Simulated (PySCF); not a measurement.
Work out the structure from these simulated measurements.

Formula: C5H12SSi.

* UV, first state: lowest singlet excitation: 5.23 eV (237 nm, f = 0.001) [TDDFT B3LYP/def2-SVPD]
* 1H NMR: chemical shifts (computed TMS as zero) by class: 3.67 (3 H), 2.65 (2 H), 2.54 (2 H), 1.95 (2 H), 1.48 (2 H), 0.76 (1 H) ppm [GIAO PBE0/pcSseg-1]
* Rotational structure: rotational constants A, B, C: 3.815, 1.043, 0.879 GHz [GFN2-xTB]
* Polarisability: 105.6 au [B3LYP/def2-SVPD]
* 13C NMR: chemical shifts (computed TMS as zero) by class: 37.7 (2 C), 34.6 (2 C), 25.5 (1 C) ppm [GIAO PBE0/pcSseg-1]
* NMR, other nuclei: isotropic shieldings of nuclei other than C and H, by class: 410 (1 Si), 498 (1 S) ppm [GIAO PBE0/pcSseg-1]

Electronic properties: PySCF, gas phase, density fitting. Levels stand in brackets. Isolated species at its GFN2-xTB geometry (one conformer only). NMR classes are plain means over equivalent atoms (diastereotopic ones count apart unless rotation or inversion swaps them), as if these changed places fast.

Q: What is the compound? Reason from the data.

A: Numbering: `[SiH3:1][CH:2]1[CH2:3][CH2:4][S:5][CH2:6][CH2:7]1`. Its formula, C5H12SSi, gives 1 degree of unsaturation: 1 ring and 0 π bonds in the structure found. 5 carbons fall into 3 classes; from least to most shielded: ring sp3 carbon bound to sulfur [C4/C6] (37.7 ppm, 2 C), ring CH2 carbon [C3/C7] (34.6 ppm, 2 C), ring sp3 carbon bound to silicon [C2] (25.5 ppm). Hydrogen classes from least to most shielded: 3 H on an SiH3 silicon, Si1 (3.67 ppm), 2 H on 2 like atoms (sp3 carbon bound to sulfur), C4/C6 (2.65 ppm), 2 H on 2 like atoms (sp3 carbon bound to sulfur), C4/C6 (2.54 ppm), 2 H on 2 ring CH2 carbons, C3/C7 (1.95 ppm), 2 H on 2 ring CH2 carbons, C3/C7 (1.48 ppm), 1 H on an sp3 carbon bound to silicon, C2 (0.76 ppm). The other shieldings belong to: 410 ppm, SiH3 silicon [Si1]; 498 ppm, sulfide sulfur [S5]. The optimised geometry has point group Cs and is an asymmetric top. Structure: `[SiH3]C1CCSCC1`. Computed isomers that give other values at the same levels: `CS/C=C(/C)C[SiH3]` (13C chemical shifts (computed TMS as zero) by class: 135.3 (1 C), 128.0 (1 C), 26.6 (1 C), 21.5 (1 C), 18.4 (1 C) ppm); `C[SiH2]CC1CSC1` (13C chemical shifts (computed TMS as zero) by class: 39.3 (2 C), 38.2 (1 C), 26.5 (1 C), -7.2 (1 C) ppm); `C/C=C/C[SiH2]SC` (13C chemical shifts (computed TMS as zero) by class: 134.6 (1 C), 131.1 (1 C), 22.2 (1 C), 21.5 (1 C), 14.3 (1 C) ppm). The assignments are read from this structure; whether some other isomer fits the data as well wasn't checked.
